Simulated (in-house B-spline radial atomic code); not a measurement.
Computed with a B-spline radial atomic code. Model: two electrons, singlet ground state, non-relativistic, full CI in B-splines with partial waves to l = 8 (at full coupling up to 3e-4 hartree above the limit, correlation up to 0.6 % small), density held at that of full coupling by Lieb maximisation.

W(λ) is the mean repulsion in the state of coupling λ less the Hartree energy of the fixed density. Its start is exact exchange, its initial slope is twice the second-order Görling-Levy correlation energy, and its area from 0 to 1 is E_xc. A straight curve means weak, dynamic correlation, and a curve that drops fast and flattens means strong correlation.

Command:
```bash
python run_ac.py task.json out
```
Settings (lengths in bohr, energies in hartree):
```
potential              harmonic
strength               2.81
lmax                   8
```

Cost of the run: 18 s on 1 thread of Intel(R) Xeon(R) Processor @ 2.30GHz (shared host).

**W = mean repulsion less Hartree energy, and W of three functionals.**

Given: confinement harmonic well; well frequency 2.81 hartree; external potential omega^2 r^2/2.

Computed: LDA exchange minus exact 185.92 millihartree; SCAN exchange minus exact 3.8516 millihartree.

```csv
coupling,W xc (hartree),W xc minus exchange (millihartree),kinetic minus Kohn-Sham (millihartree),LDA (PW92) W minus its exchange (millihartree),PBE W minus its exchange (millihartree),SCAN W minus its exchange (millihartree)
0,-1.2842,0,0,0,0,0
0.02,-1.2862,-1.991,0.02,-12.58,-3.27,-1.9
0.05,-1.2892,-4.949,0.12,-25.98,-8.02,-4.7
0.12,-1.2959,-11.727,0.7,-50.21,-18.51,-11.05
0.25,-1.3081,-23.862,2.94,-84.55,-36.27,-22.29
0.4,-1.3214,-37.17,7.25,-115.92,-54.72,-34.53
0.6,-1.3381,-53.838,15.57,-150.23,-76.8,-49.83
0.8,?,?,?,?,?,?
1,-1.3681,-83.872,39.46,-204.21,-114.7,-77.5
1.4,-1.3943,-110.11,70.82,-246.62,-146.64,-101.98
2,?,?,?,?,?,?
3,-1.472,-187.83,236.94,-360.74,-239.51,-177.59
4.5,-1.5199,-235.7,414.28,-428.47,-298.11,-227.39
7,-1.572,-287.75,708.25,-503.71,-365.32,-284.71
10,-1.6111,-326.92,1036.9,-563.13,-419.56,-329.51
```

(1) What belongs in the row 0.8?

(2) What belongs in the row 2?

(3) What is the PBE exchange minus exact?

**Energy parts, natural occupations and partial-wave weights.**

Computed: total energy 9.6960 hartree; exchange energy -1.2842 hartree; kinetic part of the DFT correlation energy 0.039456 hartree; initial slope twice GL2 -0.099915 hartree; kinetic part over minus potential part 0.47043; Hartree energy 2.5684 hartree; Kohn-Sham kinetic 3.9083 hartree.

| natural | occupation of the shell (electrons) |
| --- | --- |
| s | 1.9891 |
| p | 0.0097835 |
| s | 0.00054664 |
| d | ? |
| p | 8.1578e-05 |
| f | 5.0288e-05 |

(4) What belongs in the row d?

```csv
wave,weight
s,0.99482
p,?
d,0.00020508
f,2.773e-05
g,6.287e-06
```

(5) What belongs in the row p?

(6) What is the correlation energy?

(7) What is the Lieb Oxford ratio E_xc over LDA exchange?

## Answers

(1) W xc (hartree): -1.3536; W xc minus exchange (millihartree): -69.373; kinetic minus Kohn-Sham (millihartree): 26.42; LDA (PW92) W minus its exchange (millihartree): -179.1; PBE W minus its exchange (millihartree): -96.64; SCAN W minus its exchange (millihartree): -64.11.

(2) W xc (hartree): -1.4279; W xc minus exchange (millihartree): -143.65; kinetic minus Kohn-Sham (millihartree): 127.53; LDA (PW92) W minus its exchange (millihartree): -297.23; PBE W minus its exchange (millihartree): -186.74; SCAN W minus its exchange (millihartree): -133.94.

(3) 54.889 millihartree.

(4) occupation of the shell (electrons): 0.00039197.

(5) weight: 0.004935.

(6) -0.044416 hartree.

(7) 1.2097.

Half-way to full coupling W has made 54 % of its drop, against 50 % for a straight line, and second-order (GL2) theory, half the initial slope, overshoots the correlation energy by about 12 %: a moderate bend, as in light atoms. Over couplings 0 to 1 the errors in E_xc come to about +105 millihartree for LDA, +36 millihartree for PBE, +7.1 millihartree for SCAN, so SCAN is nearest. In LDA and PBE the errors of exchange and correlation have opposite signs, so the sum is smaller than the larger of the two.
